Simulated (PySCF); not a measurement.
# The third ionisation energy along the third row

Calculated with PySCF 2.14 from differences of total energies of unrestricted determinants, without spin-orbit coupling. Values in eV. The last column holds reference values (NIST; (s) semi-empirical, (t) theoretical, else measured). Unmarked ones compare directly (S terms, centres of terms, or small fine structure); those marked * lie between the lowest fine-structure levels and include a spin-orbit shift.

| element | configurations | UHF | MP2 (valence) | SCS-MP2 (valence) | CCSD (valence) | CCSD(T) (valence) | reference |
| --- | --- | --- | --- | --- | --- | --- | --- |
| Mg (def2-TZVP, non-relativistic) | [Ne] → [He] 2s2 2p5 | 78.641 | 79.954 | 79.880 | 79.937 | 79.950 | 80.144 * |
| Al (def2-TZVP, non-relativistic) | [Ne] 3s1 → [Ne] | 28.020 | n/a | n/a | n/a | n/a | 28.448 |
| Si (def2-TZVP, non-relativistic) | [Ne] 3s2 → [Ne] 3s1 | 31.979 | 32.831 | 33.002 | 33.196 | 33.196 | 33.493 |
| P (def2-TZVP, non-relativistic) | [Ne] 3s2 3p1 → [Ne] 3s2 | 29.590 | 29.860 | 29.848 | 29.986 | 30.014 | 30.203 * |
| S (def2-TZVP, non-relativistic) | [Ne] 3s2 3p2 → [Ne] 3s2 3p1 | 34.153 | 34.609 | 34.516 | 34.656 | 34.687 | 34.86 ± 0.04 (s) * |
| Cl (def2-TZVP, non-relativistic) | [Ne] 3s2 3p3 → [Ne] 3s2 3p2 | 38.956 | 39.584 | 39.390 | 39.516 | 39.550 | 39.8 ± 0.11 (s) * |
| Ar (def2-TZVP, non-relativistic) | [Ne] 3s2 3p4 → [Ne] 3s2 3p3 | 39.373 | 40.152 | 40.233 | 40.262 | 40.289 | 40.735 ± 0.012 (s) * |

"Valence" correlates the outer s and p shells and, in groups 3 to 12 and the f block, the outer d or f shell, open or full, or the next shell where the ion has no valence electron left; the wider scheme adds the next inner shell.
